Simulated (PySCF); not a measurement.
Two-dimensional NMR puzzle

Compound of formula C₅H₉FSi. Correlations simulated from computed shifts and the bond graph:

HSQC (one-bond C–H):
| δH | δC |
| --- | --- |
| 6.82 | 151.7 |
| 6.16 | 142.4 |
| 5.49 | 125.9 |
| 5.44 | 125.9 |
| 2.19 | 26.1 |

COSY cross peaks (H two or three bonds apart, from the bond graph; peaks can be absent where the dihedral angle is near 90°):
| δH | δH |
| --- | --- |
| 6.82 | 6.16 |
| 6.16 | 5.49 |
| 6.16 | 5.44 |
| 5.49 | 5.44 |

HMBC (two and three bonds, from the bond graph):
| δH | δC |
| --- | --- |
| 6.82 | 145.4, 142.4, 125.9, 26.1 |
| 6.16 | 151.7, 145.4, 125.9 |
| 5.61 | 151.7, 145.4, 26.1 |
| 5.49 | 151.7, 142.4 |
| 5.44 | 151.7, 142.4 |
| 2.19 | 151.7, 145.4 |

Carbons without hydrogens: δ 145.4.

In vacuum, one averaged value for each set of equivalent atoms, relativity neglected, one conformer. Geometry: GFN2-xTB; σ from GIAO-PBE0/pcSseg-1; PySCF.

Shifts are taken against calculated references (same method and geometry level): TMS for ¹H, ¹³C.

Exchangeable hydrogens are left out of these lists.

Q: Work out the connectivity.

A: SMILES C(=C)/C=C(/C)[SiH2]F.

Mapped SMILES: `[CH2:1]=[CH:2]/[CH:3]=[C:4](/[CH3:5])[SiH2:6][F:7]`; H(Xn) means a hydrogen on atom n. Ha(C1) is cis to C3; Hb(C1) is trans to C3.

- δC 151.7 is C3, an alkene CH (δH 6.82).
- δC 145.4 is C4, a fully substituted alkene carbon.
- δC 142.4 is C2, an alkene CH (δH 6.16).
- δC 125.9 is C1, a terminal =CH2 carbon (δH 5.49, 5.44).
- δC 26.1 is C5, an allylic methyl carbon (δH 2.19).
- HMBC from δH 6.82 reaches the proton-free carbon C4.
- HMBC from δH 6.16 reaches the proton-free carbon C4.
- HMBC from δH 5.61 reaches the proton-free carbon C4.
- HMBC from δH 2.19 reaches the proton-free carbon C4.
- COSY links 6.82–6.16, 6.16–5.49, 6.16–5.44, 5.49–5.44.

The data come from this structure; uniqueness wasn't tested.

Shifts are as computed. Against solution values, carbons near 30 ppm lie about +3 ppm off and those near 130 ppm about +5 ppm. Of 1211 compounds with measured shifts, 218 miss one by over three times the rms of a fit or turn the order of signals round; such compounds aren't used in these exercises.
